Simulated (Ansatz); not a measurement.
Species: HgF2, net charge 0, singlet state. 
Structure (B3LYP-D3(BJ)/def2-TZVP (Ansatz, a quantum-chemistry and plane-wave program) minimum search):
```xyz
3

F      0.0000     0.0000    -1.9351
Hg     0.0000     0.0000     0.0000
F      0.0000     0.0000     1.9351
```

Basis-set convergence of Hartree-Fock and CCSD(T) correlation energies (hartree) with Ansatz. Correlated levels leave the core frozen unless marked. Spin-orbit coupling is left out. Frozen are the shells of the preceding noble gas and the d and f shells that filled before the atom's block. In def2 rows, elements after Kr have scalar-relativistic effective core potentials.

```tsv
basis	functions	E(HF)	E(corr, CCSD(T))
def2-SVPD	81	-351.22567	-0.70075
def2-TZVPPD	142	-351.47206	-0.94169
def2-QZVPPD	220	-351.48093	-1.00994
```

Extrapolating the two largest sets (X = 3 and 4) as X^-3: E(corr) = (64·(-1.00994) - 27·(-0.94169))/37 = -1.0597 Eh, an estimate of the basis-set limit. The largest set recovers 95.3 % of it, the smallest 66.1 %.
